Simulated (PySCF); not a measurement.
## Calculated properties of `[SiH3][SiH2][SiH2][SiH2][SiH3]`

Compound: Si₅H₁₂.
Structure used (GFN2-xTB), in Å, numbered top down from 1:
```xyz
17
Si5H12 angstrom
Si    -3.968    0.256   -0.228
Si    -1.901    0.961    0.550
Si    -0.039   -0.285   -0.062
Si     2.109    0.414    0.480
Si     3.844   -1.047    0.002
H     -4.741   -0.474    0.781
H     -3.812   -0.657   -1.365
H     -4.830    1.347   -0.691
H     -1.933    1.050    2.021
H     -1.675    2.359    0.141
H     -0.092   -0.487   -1.522
H     -0.214   -1.654    0.459
H      2.136    0.761    1.911
H      2.352    1.710   -0.178
H      3.374   -2.148   -0.845
H      4.420   -1.665    1.199
H      4.963   -0.428   -0.713
```

GFN2-xTB geometry:

* Rotational constants A, B, C of the GFN2-xTB geometry: 5.794, 0.402, 0.384 GHz

**B3LYP/def2-SVPD ground state and vertical TDDFT (core frozen in the response) (PySCF)**

* Dipole moment: 0.15 D
* HOMO energy: -7.78 eV
* LUMO energy: -1.30 eV
* HOMO–LUMO gap: 6.48 eV
* Lowest singlet excitation: 5.94 eV (209 nm, f = 1.052)
* Strongest line among the 8 lowest singlet transitions: S1 at 5.94 eV (209 nm, f = 1.052)
* Lowest triplet excitation (Tamm–Dancoff): 5.07 eV
* Static isotropic polarisability: 160.3 au
* Electronic spatial extent ⟨r²⟩ about the centre of nuclear charge: 2853 bohr²

Monoisotopic mass from the formula: 151.9785 u.

The largest Löwdin shares of the LUMO are 0.20 on Si3, 0.18 on Si2, 0.18 on Si4 and 0.13 on Si1. S1 lies 0.54 eV below the HOMO–LUMO gap; its leading configuration is HOMO→LUMO, weight 0.94. The polarisability is 23.75 Å³ as a volume (1 au = 0.148185 Å³), or 1.95 au for each of the 82 electrons. The largest Löwdin shares of the HOMO are 0.21 on Si3, 0.19 on Si4, 0.19 on Si2 and 0.12 on Si1. The rotational constants make it an asymmetric top with κ = (2B − A − C)/(A − C) = -0.99, nearer the prolate limit (−1). The principal polarisabilities are 119.5, 133.8 and 227.6 au; their mean is the isotropic value. No computed singlet falls in the visible range (750 to 380 nm, 1.65 to 3.26 eV); S1 lies 2.68 eV above its blue end.

The structure is a single GFN2-xTB conformer in the gas phase; no vibrational or solvent corrections.
